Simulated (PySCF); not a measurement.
Molecular orbitals of GeAs

BHandHLYP at R = 2.244 Å; basis Ge def2-TZVPPD, As def2-TZVPPD; no relativity; PySCF 2.14. State: ²Π (doublet), unpaired electrons π ↑. Only the outer orbitals are listed, counted within each symmetry.

| spin | orbital | occ. | ε (eV) | on Ge (%) | main shells (%) |
| --- | --- | --- | --- | --- | --- |
| α | 13σ | 1 | -18.80 | 25 | 71 As s, 21 Ge s |
| α | 14σ | 1 | -13.19 | 64 | 63 Ge s, 25 As s, 10 As p |
| α | 7π | 1 | -8.03 | 27 | 72 As p, 25 Ge p |
| α | 15σ | 1 | -7.63 | 51 | 45 As p, 40 Ge p, 10 Ge s |
| α | 7π | 1 | -7.29 | 32 | 67 As p, 29 Ge p |
| α | 8π | 0 | -1.77 | 72 | 67 Ge p, 22 As p |
| α | 8π | 0 | -1.33 | 68 | 61 Ge p, 25 As p |
| α | 16σ | 0 | 1.10 | 90 | 106 Ge s, 14 As d, 9 As s |
| β | 13σ | 1 | -17.82 | 33 | 63 As s, 27 Ge s |
| β | 14σ | 1 | -12.81 | 61 | 58 Ge s, 30 As s, 9 As p |
| β | 15σ | 1 | -7.47 | 50 | 45 As p, 42 Ge p |
| β | 7π | 1 | -7.00 | 41 | 58 As p, 39 Ge p |
| β | 7π | 0 | -3.44 | 51 | 49 Ge p, 49 As p |
| β | 8π | 0 | -1.30 | 61 | 53 Ge p, 32 As p, 8 Ge d |
| β | 8π | 0 | -0.75 | 54 | 42 Ge p, 38 As p, 12 Ge d |

**Question.** Which are the highest filled and the lowest empty level, where do they sit, and how wide is the gap?

**Answer.** Highest filled β 7π at -7.00 eV (in %: 58 As p, 39 Ge p); lowest empty β 7π at -3.44 eV (in %: 49 Ge p, 49 As p); the gap at BHandHLYP is 3.56 eV. Both belong to one degenerate shell, split only by its one-sided filling, so this is no excitation gap.

```
bond order (Mayer)                               : 2.25
⟨S²⟩                                             : 0.761
charge on Ge (Mulliken, basis-dependent)         : 0.15
charge on Ge (Löwdin, basis-dependent)           : -0.01
dipole moment (positive dipole means Ge(−)As(+)) : -1.16 D
```

Shares are Mulliken populations and can fall outside 0 to 100 %.

Spin–orbit coupling is left out. The state is the lowest determinant that a PBE0 search found; another state may lie lower at other levels.
